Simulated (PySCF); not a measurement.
but-3-ene-1-selenol (C4H8Se), SMILES C=CCC[SeH].

Geometry: PBE-D3(BJ)/def2-SVP. One conformer was computed; it need not be the lowest.

Level of theory: PBE/def2-TZVP (PySCF).

| Quantity | Value |
|---|---|
| total energy | -2558.23856 hartree |
| highest occupied level | -5.38 eV |
| lowest empty level | -1.29 eV |
| orbital gap | 4.09 eV |
| dipole moment | 1.25 D |
| quadrupole, principal values (traceless, Buckingham form, about the centre of nuclear charge) | -5.03, -1.50, 6.53 D·Å |
| mean static polarisability | 80.0 bohr³ (11.86 Å³) |
| polarisability, principal values | 59.0, 70.2, 110.8 bohr³ |
